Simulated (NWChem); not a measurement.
Program: NWChem. System: CH5Si, charge 0, spin multiplicity 2, at a geometry optimised with UB3LYP/def2-SVP. The structure started from a generated list of species. Its SCF solution wasn't tested for a lower state. Level: UHF/def2-TZVP.

The NWChem input:

```
start mol
memory heap 200 mb stack 900 mb global 1100 mb
geometry units angstroms nocenter noautoz noautosym
  C      1.269788    -0.144928     0.008393
  Si    -0.573328     0.067550    -0.002053
  H      1.963609     0.659484    -0.259754
  H      1.748712    -1.098946     0.257946
  H     -1.176933    -0.470700     1.255437
  H     -0.927033     1.510437    -0.134579
  H     -1.200487    -0.676412    -1.140665
end
basis spherical
  * library def2-tzvp
end
scf
  uhf
  nopen 1
  maxiter 100
  thresh 1e-7
  semidirect memsize 60000000 filesize 0
  # guess.movecs holds the orbitals of an unrestricted PBE0 run
  vectors input guess.movecs output mol.movecs
end
task scf energy
```

Part of the output:

```
             Northwest Computational Chemistry Package (NWChem) 7.3.0
             --------------------------------------------------------

                                NWChem Input Module
                                -------------------

 Scaling coordinates for geometry "geometry" by  1.889725989
 (inverse scale =  0.529177249)

                             Geometry "geometry" -> ""
                             -------------------------

 Output coordinates in angstroms (scale by  1.889725989 to convert to a.u.)

  No.       Tag          Charge          X              Y              Z
 ---- ---------------- ---------- -------------- -------------- --------------
    1 C                    6.0000     1.26978800    -0.14492800     0.00839300
    2 Si                  14.0000    -0.57332800     0.06755000    -0.00205300
    3 H                    1.0000     1.96360900     0.65948400    -0.25975400
    4 H                    1.0000     1.74871200    -1.09894600     0.25794600
    5 H                    1.0000    -1.17693300    -0.47070000     1.25543700
    6 H                    1.0000    -0.92703300     1.51043700    -0.13457900
    7 H                    1.0000    -1.20048700    -0.67641200    -1.14066500

 Effective nuclear repulsion energy (a.u.)      55.6137836436

            Nuclear Dipole moment (a.u.)
            ----------------------------
        X                 Y               Z
 ---------------- ---------------- ----------------
     0.0000075589    -0.0000094486     0.0000018897


 Summary of "ao basis" -> "" (spherical)
 ------------------------------------------------------------------------------
       Tag                 Description            Shells   Functions and Types
 ---------------- ------------------------------  ------  ---------------------
 *                         def2-tzvp                  on all atoms

 Summary of "ao basis" -> "ao basis" (spherical)
 ------------------------------------------------------------------------------
       Tag                 Description            Shells   Functions and Types
 ---------------- ------------------------------  ------  ---------------------
 C                         def2-tzvp                11       31   5s3p2d1f
 Si                        def2-tzvp                13       37   5s5p2d1f
 H                         def2-tzvp                 4        6   3s1p

                                 NWChem SCF Module
                                 -----------------

  ao basis        = "ao basis"
  functions       =    98
  atoms           =     7
  alpha electrons =    13
  beta  electrons =    12
  charge          =   0.00
  wavefunction    = UHF
  use symmetry    = F
  symmetry adapt  = F

 Summary of "ao basis" -> "ao basis" (spherical)
 ------------------------------------------------------------------------------
       Tag                 Description            Shells   Functions and Types
 ---------------- ------------------------------  ------  ---------------------
 C                         def2-tzvp                11       31   5s3p2d1f
 Si                        def2-tzvp                13       37   5s5p2d1f
 H                         def2-tzvp                 4        6   3s1p

 Forming initial guess at       0.0s

 Starting SCF solution at       0.0s

 ----------------------------------------------
         Quadratically convergent UHF

 Convergence threshold     :          1.000E-07
 Maximum no. of iterations :          100
 Integral*density screening:          1.000E-09
 ----------------------------------------------

              iter       energy          gnorm     gmax       time
             ----- ------------------- --------- --------- --------
                 1     -329.6753809504  5.24D-01  2.04D-01      1.3
                 2     -329.6889899497  6.71D-02  1.30D-02      1.4
                 3     -329.6901286480  2.95D-03  5.47D-04      1.9
                 4     -329.6901330759  5.09D-06  8.68D-07      2.6
                 5     -329.6901330759  4.48D-09  9.75D-10      3.4

       Final UHF  results
       ------------------

         Total SCF energy =   -329.690133075942
      One electron energy =   -565.379001045968
      Two electron energy =    180.075084326445
 Nuclear repulsion energy =     55.613783643581

                       Sz =      0.5000
                 Sz(Sz+1) =      0.7500
                      S^2 =      0.7617

        Time for solution =      3.4s

          Final alpha eigenvalues
          -----------------------

              1
    1  -68.7698
    2  -11.2405
    3   -6.1190
    4   -4.2257
    5   -4.2254
    6   -4.2248
    7   -0.9484
    8   -0.7018
    9   -0.5860
   10   -0.4974
   11   -0.4943
   12   -0.4739
   13   -0.3848
   14    0.1241
   15    0.1599
   16    0.1716
   17    0.1794
   18    0.1996
   19    0.2054
   20    0.2821
   21    0.2980
   22    0.3143
   23    0.3459

          Final beta eigenvalues
          ----------------------

              1
    1  -68.7706
    2  -11.2187
    3   -6.1200
    4   -4.2267
    5   -4.2263
    6   -4.2263
    7   -0.8630
    8   -0.6951
    9   -0.5728
   10   -0.4742
   11   -0.4722
   12   -0.4712
   13    0.0767
   14    0.1299
   15    0.1605
   16    0.1807
   17    0.1913
   18    0.2023
   19    0.2122
   20    0.2850
   21    0.2991
   22    0.3202
   23    0.3476

                    UHF Final Alpha Molecular Orbital Analysis
                    ------------------------------------------

 Vector   11  Occ=1.000000D+00  E=-4.943181D-01
              MO Center= -4.6D-01, -2.4D-01,  1.1D-01, r^2= 2.7D+00
   Bfn.  Coefficient  Atom+Function         Bfn.  Coefficient  Atom+Function
  ----- ------------  ---------------      ----- ------------  ---------------
    48      0.253808  2 Si pz                82      0.204865  5 H  s
    94     -0.173081  7 H  s

 Vector   12  Occ=1.000000D+00  E=-4.738564D-01
              MO Center= -7.6D-01,  5.8D-01,  1.3D-01, r^2= 2.4D+00
   Bfn.  Coefficient  Atom+Function         Bfn.  Coefficient  Atom+Function
  ----- ------------  ---------------      ----- ------------  ---------------
    47      0.278914  2 Si py                88      0.261727  6 H  s
    82     -0.169404  5 H  s                 89      0.165135  6 H  s
    87      0.153878  6 H  s

 Vector   13  Occ=1.000000D+00  E=-3.848220D-01
              MO Center=  7.9D-01, -1.9D-01, -2.2D-02, r^2= 2.3D+00
   Bfn.  Coefficient  Atom+Function         Bfn.  Coefficient  Atom+Function
  ----- ------------  ---------------      ----- ------------  ---------------
    11      0.389029  1 C  pz                 8      0.360483  1 C  pz
    14      0.272172  1 C  pz

 Vector   14  Occ=0.000000D+00  E= 1.241193D-01
              MO Center= -4.5D-01, -2.3D-02,  5.0D-03, r^2= 7.7D+00
   Bfn.  Coefficient  Atom+Function         Bfn.  Coefficient  Atom+Function
  ----- ------------  ---------------      ----- ------------  ---------------
     5      3.452856  1 C  s                 49     -2.106085  2 Si px
    36     -1.574395  2 Si s                 77     -0.845006  4 H  s
    71     -0.766793  3 H  s                 12     -0.695245  1 C  px
    50      0.492365  2 Si py                89     -0.484097  6 H  s
    46     -0.352596  2 Si px                83     -0.265922  5 H  s

 Vector   15  Occ=0.000000D+00  E= 1.599142D-01
              MO Center= -6.0D-01, -6.0D-01, -3.9D-02, r^2= 5.6D+00
   Bfn.  Coefficient  Atom+Function         Bfn.  Coefficient  Atom+Function
  ----- ------------  ---------------      ----- ------------  ---------------
    50      2.216694  2 Si py                89     -1.685052  6 H  s
    77     -1.040093  4 H  s                 83      1.012627  5 H  s
    13     -0.964491  1 C  py                49      0.888041  2 Si px
    95      0.734413  7 H  s                 36      0.619226  2 Si s
    12      0.503221  1 C  px                51     -0.430300  2 Si pz

 Vector   16  Occ=0.000000D+00  E= 1.716264D-01
              MO Center= -5.2D-01,  7.3D-01, -1.1D-02, r^2= 5.4D+00
   Bfn.  Coefficient  Atom+Function         Bfn.  Coefficient  Atom+Function
  ----- ------------  ---------------      ----- ------------  ---------------
    51      2.263035  2 Si pz                83     -1.554278  5 H  s
    95      1.402694  7 H  s                 36      0.662631  2 Si s
    71     -0.567597  3 H  s                 14     -0.540236  1 C  pz
    12      0.484482  1 C  px                49      0.408445  2 Si px
    77     -0.291425  4 H  s                 50      0.171912  2 Si py

                     UHF Final Beta Molecular Orbital Analysis
                     -----------------------------------------

 Vector   10  Occ=1.000000D+00  E=-4.741639D-01
              MO Center=  3.4D-01,  1.2D-01,  4.6D-02, r^2= 2.4D+00
   Bfn.  Coefficient  Atom+Function         Bfn.  Coefficient  Atom+Function
  ----- ------------  ---------------      ----- ------------  ---------------
     6      0.269466  1 C  px                46     -0.250085  2 Si px
     9      0.244366  1 C  px

 Vector   11  Occ=1.000000D+00  E=-4.722313D-01
              MO Center= -9.6D-01, -4.0D-01, -1.2D-01, r^2= 2.1D+00
   Bfn.  Coefficient  Atom+Function         Bfn.  Coefficient  Atom+Function
  ----- ------------  ---------------      ----- ------------  ---------------
    48      0.303577  2 Si pz                94     -0.241922  7 H  s
    82      0.201246  5 H  s                 95     -0.152330  7 H  s

 Vector   12  Occ=1.000000D+00  E=-4.712088D-01
              MO Center= -7.0D-01,  3.9D-01,  6.0D-02, r^2= 2.7D+00
   Bfn.  Coefficient  Atom+Function         Bfn.  Coefficient  Atom+Function
  ----- ------------  ---------------      ----- ------------  ---------------
    47      0.272244  2 Si py                88      0.230934  6 H  s
    82     -0.165570  5 H  s

 Vector   13  Occ=0.000000D+00  E= 7.673002D-02
              MO Center=  8.6D-01, -5.5D-02,  2.2D-02, r^2= 3.2D+00
   Bfn.  Coefficient  Atom+Function         Bfn.  Coefficient  Atom+Function
  ----- ------------  ---------------      ----- ------------  ---------------
    95      0.544943  7 H  s                 51      0.521656  2 Si pz
    14      0.488991  1 C  pz                83     -0.428741  5 H  s
     8      0.221991  1 C  pz                50      0.155031  2 Si py
    11      0.152314  1 C  pz

 Vector   14  Occ=0.000000D+00  E= 1.298824D-01
              MO Center= -6.1D-01,  3.0D-03,  3.0D-02, r^2= 7.6D+00
   Bfn.  Coefficient  Atom+Function         Bfn.  Coefficient  Atom+Function
  ----- ------------  ---------------      ----- ------------  ---------------
     5      3.504623  1 C  s                 49     -2.217336  2 Si px
    36     -1.526237  2 Si s                 77     -0.784404  4 H  s
    12     -0.749889  1 C  px                71     -0.707874  3 H  s
    89     -0.547226  6 H  s                 50      0.497873  2 Si py
    46     -0.343245  2 Si px                83     -0.293020  5 H  s

 Vector   15  Occ=0.000000D+00  E= 1.605471D-01
              MO Center= -6.3D-01, -5.8D-01, -1.4D-01, r^2= 5.5D+00
   Bfn.  Coefficient  Atom+Function         Bfn.  Coefficient  Atom+Function
  ----- ------------  ---------------      ----- ------------  ---------------
    50      2.200941  2 Si py                89     -1.740361  6 H  s
    83      1.073157  5 H  s                 13     -0.932714  1 C  py
    77     -0.916715  4 H  s                 49      0.840057  2 Si px
    36      0.717642  2 Si s                 51     -0.588571  2 Si pz
    95      0.578403  7 H  s                 12      0.483332  1 C  px

 center of mass
 --------------
 x =  -0.01643231 y =   0.00310530 z =   0.00090235

 moments of inertia (a.u.)
 ------------------
          28.828257150868          14.131959414112          -0.422236503925
          14.131959414112         150.975790108517           1.784345429791
          -0.422236503925           1.784345429791         157.991870862169

  Mulliken analysis of the total density
  --------------------------------------

    Atom       Charge   Shell Charges
 -----------   ------   -------------------------------------------------------
    1 C    6     6.46   0.85  1.12  0.49  0.74  0.12  1.18  1.43  0.50  0.01  0.02  0.00
    2 Si  14    13.63   2.00  0.58  1.39  0.79  0.41  4.12  1.73  0.53  1.39  0.31  0.15  0.19  0.03
    3 H    1     0.86   0.26  0.49  0.09  0.02
    4 H    1     0.86   0.26  0.49  0.09  0.02
    5 H    1     1.06   0.24  0.57  0.25  0.01
    6 H    1     1.06   0.24  0.57  0.24  0.01
    7 H    1     1.06   0.24  0.57  0.25  0.01

  Mulliken analysis of the alpha density
  --------------------------------------

    Atom       Charge   Shell Charges
 -----------   ------   -------------------------------------------------------
    1 C    6     3.81   0.43  0.56  0.26  0.39  0.07  0.76  0.96  0.36  0.00  0.01  0.00
    2 Si  14     6.79   1.00  0.29  0.70  0.39  0.20  2.06  0.86  0.26  0.67  0.14  0.08  0.11  0.02
    3 H    1     0.39   0.12  0.22  0.03  0.01
    4 H    1     0.39   0.12  0.22  0.04  0.01
    5 H    1     0.54   0.12  0.29  0.13  0.00
    6 H    1     0.53   0.12  0.28  0.12  0.00
    7 H    1     0.55   0.12  0.29  0.13  0.00

   Mulliken analysis of the beta density
   -------------------------------------

    Atom       Charge   Shell Charges
 -----------   ------   -------------------------------------------------------
    1 C    6     2.65   0.43  0.56  0.23  0.35  0.04  0.42  0.47  0.14  0.01  0.01  0.00
    2 Si  14     6.85   1.00  0.29  0.70  0.41  0.21  2.06  0.86  0.27  0.72  0.17  0.07  0.08  0.01
    3 H    1     0.47   0.14  0.27  0.06  0.01
    4 H    1     0.47   0.14  0.27  0.06  0.01
    5 H    1     0.52   0.12  0.28  0.12  0.00
    6 H    1     0.53   0.12  0.28  0.12  0.00
    7 H    1     0.51   0.12  0.27  0.12  0.00

   Mulliken analysis of the spin density
   -------------------------------------

    Atom       Charge   Shell Charges
 -----------   ------   -------------------------------------------------------
    1 C    6     1.16   0.00 -0.00  0.03  0.04  0.03  0.35  0.48  0.23 -0.00 -0.00 -0.00
    2 Si  14    -0.06  -0.00 -0.00  0.00 -0.02 -0.01 -0.00  0.00 -0.01 -0.05 -0.02  0.01  0.03  0.01
    3 H    1    -0.08  -0.01 -0.05 -0.02  0.00
    4 H    1    -0.08  -0.01 -0.05 -0.02  0.01
    5 H    1     0.02   0.00  0.01  0.00 -0.00
    6 H    1    -0.00   0.00  0.00 -0.00 -0.00
    7 H    1     0.03   0.01  0.02  0.01 -0.00

       Multipole analysis of the density wrt the origin
       ------------------------------------------------

     L   x y z        total         alpha         beta         nuclear
     -   - - -        -----         -----         ----         -------
     0   0 0 0      0.000000    -13.000000    -12.000000     25.000000

     1   1 0 0      0.290606     -0.951279      1.241877      0.000008
     1   0 1 0     -0.025225      0.128573     -0.153789     -0.000009
     1   0 0 1     -0.003317     -0.010394      0.007075      0.000002

     2   2 0 0    -16.500404    -55.712770    -49.619729     88.832095
     2   1 1 0     -0.068810      4.285237      3.885661     -8.239707
     2   1 0 1     -0.083834     -0.222423      0.002931      0.135658
     2   0 2 0    -16.567077    -17.193335    -16.489924     17.116182
     2   0 1 1     -0.320824      0.418447      0.998623     -1.737894
     2   0 0 2    -17.607738    -15.491492    -12.936000     10.819754

 Task  times  cpu:        3.5s     wall:        3.5s

 Total times  cpu:        3.5s     wall:        3.5s
```
